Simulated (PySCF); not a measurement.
H₃BO (SMILES BO), singlet, at the geometry optimised at the base level; PBE/STO-3G, frequencies (PySCF).

The PySCF input:
```python
from pyscf import gto, scf, dft
from pyscf.hessian import thermo

mol = gto.M(
    atom='''
B    -0.393787   -0.597623    0.062805
H    -0.248886   -1.303592    0.997422
H    -1.175441   -0.836743   -0.792252
O     0.400313    0.509977    0.037059
H     0.190763    1.048636   -0.815668
''',
    basis='sto-3g',
    charge=0,
    spin=0,
    verbose=3,
)

mf = dft.RKS(mol)
mf.xc = 'pbe'
mf.grids.level = 5
mf.kernel()
hess = mf.Hessian().kernel()
freq = thermo.harmonic_analysis(mf.mol, hess)
thermo.dump_normal_mode(mf.mol, freq)
th = thermo.thermo(mf, freq['freq_au'], 298.15, 101325)
thermo.dump_thermo(mf.mol, th)
```

Q: What does PySCF print? Leave out banner, timings and long lists.

A: 
```
converged SCF energy = -100.410767180179
Mode                                 0                   1                   2
Irrep
Freq [cm^-1]                      932.0200            964.5368           1069.3899
Reduced mass [au]                   1.0879              1.1244              1.3332
Force const [Dyne/A]                0.5568              0.6163              0.8983
Char temp [K]                    1340.9692           1387.7537           1538.6140
Normal mode                   x     y     z       x     y     z       x     y     z
       0   B                -0.02  0.01  0.01   -0.03  0.03 -0.08   -0.11  0.08  0.08
       1   H                -0.24  0.18  0.17    0.38  0.38  0.14    0.44 -0.32 -0.31
       2   H                 0.28 -0.21 -0.20   -0.19 -0.46  0.21    0.40 -0.29 -0.28
       3   O                 0.05 -0.03 -0.03   -0.01 -0.04  0.02    0.02 -0.01 -0.01
       4   H                -0.56  0.41  0.39    0.37  0.35  0.16    0.07 -0.05 -0.05
Mode                                 3                   4                   5
Irrep
Freq [cm^-1]                     1255.0892           1339.7403           1505.4919
Reduced mass [au]                   1.7029              1.1881              2.3481
Force const [Dyne/A]                1.5805              1.2565              3.1356
Char temp [K]                    1805.7939           1927.5880           2166.0677
Normal mode                   x     y     z       x     y     z       x     y     z
       0   B                -0.08 -0.07 -0.04   -0.04  0.02 -0.08    0.11  0.18 -0.03
       1   H                -0.24 -0.21 -0.12    0.39  0.40  0.13   -0.24 -0.11 -0.23
       2   H                -0.24 -0.54  0.22   -0.02  0.07 -0.11   -0.03 -0.31  0.27
       3   O                 0.09  0.10  0.03    0.03 -0.01  0.06   -0.05 -0.08  0.02
       4   H                -0.15 -0.12 -0.09   -0.47 -0.50 -0.15   -0.17 -0.22 -0.02
Mode                                 6                   7                   8
Irrep
Freq [cm^-1]                     2889.6580           3039.9353           3636.4201
Reduced mass [au]                   1.0622              1.1378              1.0681
Force const [Dyne/A]                5.2259              6.1949              8.3216
Char temp [K]                    4157.5745           4373.7901           5231.9989
Normal mode                   x     y     z       x     y     z       x     y     z
       0   B                -0.04 -0.06 -0.01    0.04 -0.03  0.09   -0.01 -0.00 -0.01
       1   H                -0.07  0.36 -0.48   -0.09  0.44 -0.58    0.01 -0.00  0.01
       2   H                 0.50  0.16  0.54   -0.38 -0.11 -0.42    0.01 -0.00  0.02
       3   O                 0.00  0.00  0.00   -0.00  0.00 -0.00   -0.01  0.04 -0.05
       4   H                 0.01  0.02 -0.01    0.01 -0.00  0.03    0.19 -0.51  0.80
temperature 298.1500 [K]
pressure 101325.00 [Pa]
Rotational constants [GHz] 167.15366 30.49168 25.78758
Symmetry number 1
Zero-point energy (ZPE) 0.03789 [Eh]   99483.135 [J/mol]
                           tot       elec      trans        rot        vib
Entropy [J/mol/K]       229.803      0.000    151.095     77.164      1.544
Cv [J/mol/K]             31.462      0.000     12.472     12.472      6.518
Cp [J/mol/K]             39.776      0.000     20.786     12.472      6.518
Internal energy [J/mol]                      3718.434   3718.434  99866.295
Internal energy [Eh]   -100.36990  -100.41077
Enthalpy [J/mol]                             6197.391   3718.434  99866.295
Enthalpy [Eh]          -100.36895
Gibbs free energy [J/mol]                  -38851.548 -19288.008  99405.988
Gibbs free energy [Eh] -100.39505
```
